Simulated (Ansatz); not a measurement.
Mulliken charges of H$_{6}$N$_{2}$OSi, SMILES `N[SiH](N)O` from PBE/def2-TZVPP in Ansatz (PBE0-D4/def2-TZVP geometry).

| atom | x (Å) | y (Å) | z (Å) | charge (e) |
| --- | --- | --- | --- | --- |
| N1 | -0.776 | 1.215 | -0.138 | -0.409 |
| Si2 | 0.492 | 0.086 | 0.087 | 0.512 |
| N3 | -0.249 | -1.250 | 0.847 | -0.398 |
| O4 | 1.207 | -0.118 | -1.384 | -0.359 |
| H5 | -0.621 | 2.036 | -0.700 | 0.149 |
| H6 | -1.413 | 1.405 | 0.618 | 0.150 |
| H7 | 1.643 | 0.460 | 0.944 | -0.121 |
| H8 | -1.124 | -1.625 | 0.520 | 0.148 |
| H9 | 0.302 | -1.943 | 1.325 | 0.148 |
| H10 | 0.621 | -0.317 | -2.117 | 0.180 |

**Question.** By hand: the dipole of these point charges (1 e Å = 4.8032 D).

**Answer.** Σ q r = (-0.278, -0.040, 0.027) e Å, of length 0.282 e Å = 1.35 D.

**Question.** How does the dipole of the full density compare? (Best estimate.)

**Answer.** The calculation gave: (-0.402, -0.062, -0.033) e Å, 1.96 D; the point charges give 0.69 times that, at 10° from its direction.

Point charges leave out the atoms' own dipoles, such as those of lone pairs, and Mulliken's split depends on the basis, so the two needn't agree.
